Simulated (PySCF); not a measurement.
```xyz
19

B     -2.3278    -1.4861    -0.4845
C     -1.4682    -0.2516    -0.1259
C     -2.0791     0.9604     0.1673
F     -3.4062     1.0908     0.1474
C     -1.3418     2.1238     0.5025
N     -0.0341     2.1314     0.5578
C      0.6455     0.9820     0.2839
C      2.0641     1.0211     0.3522
C      2.8077    -0.1074     0.0860
C      2.1552    -1.3158    -0.2578
C      0.7778    -1.3824    -0.3312
C     -0.0228    -0.2410    -0.0643
H     -1.8219    -2.5464    -0.7424
H     -3.5255    -1.3977    -0.5093
H     -1.8876     3.0490     0.7228
H      2.5256     1.9726     0.6213
H      3.8982    -0.0747     0.1389
H      2.7498    -2.2080    -0.4677
H      0.2912    -2.3201    -0.5971
```

Charge 0, multiplicity 1.

Task: Give the Mulliken and meta-Löwdin atomic charges from PBE-D3(BJ)/def2-TZVP // B3LYP-D3(BJ)/def2-SVP (PySCF 2.14.0).

Result: 
```json
[
 {"atom": "B1", "Mulliken (e)": "-0.06", "meta-Löwdin (e)": "-0.05"},
 {"atom": "C2", "Mulliken (e)": "-0.14", "meta-Löwdin (e)": "-0.11"},
 {"atom": "C3", "Mulliken (e)": "0.30", "meta-Löwdin (e)": "0.29"},
 {"atom": "F4", "Mulliken (e)": "-0.14", "meta-Löwdin (e)": "-0.22"},
 {"atom": "C5", "Mulliken (e)": "-0.12", "meta-Löwdin (e)": "-0.03"},
 {"atom": "N6", "Mulliken (e)": "-0.10", "meta-Löwdin (e)": "-0.21"},
 {"atom": "C7", "Mulliken (e)": "0.14", "meta-Löwdin (e)": "0.09"},
 {"atom": "C8", "Mulliken (e)": "-0.22", "meta-Löwdin (e)": "-0.11"},
 {"atom": "C9", "Mulliken (e)": "-0.06", "meta-Löwdin (e)": "-0.12"},
 {"atom": "C10", "Mulliken (e)": "-0.10", "meta-Löwdin (e)": "-0.11"},
 {"atom": "C11", "Mulliken (e)": "-0.20", "meta-Löwdin (e)": "-0.12"},
 {"atom": "C12", "Mulliken (e)": "0.09", "meta-Löwdin (e)": "0.02"},
 {"atom": "H13", "Mulliken (e)": "0.00", "meta-Löwdin (e)": "0.01"},
 {"atom": "H14", "Mulliken (e)": "0.03", "meta-Löwdin (e)": "0.03"},
 {"atom": "H15", "Mulliken (e)": "0.12", "meta-Löwdin (e)": "0.13"},
 {"atom": "H16", "Mulliken (e)": "0.10", "meta-Löwdin (e)": "0.13"},
 {"atom": "H17", "Mulliken (e)": "0.11", "meta-Löwdin (e)": "0.13"},
 {"atom": "H18", "Mulliken (e)": "0.11", "meta-Löwdin (e)": "0.13"},
 {"atom": "H19", "Mulliken (e)": "0.11", "meta-Löwdin (e)": "0.13"}
]
```
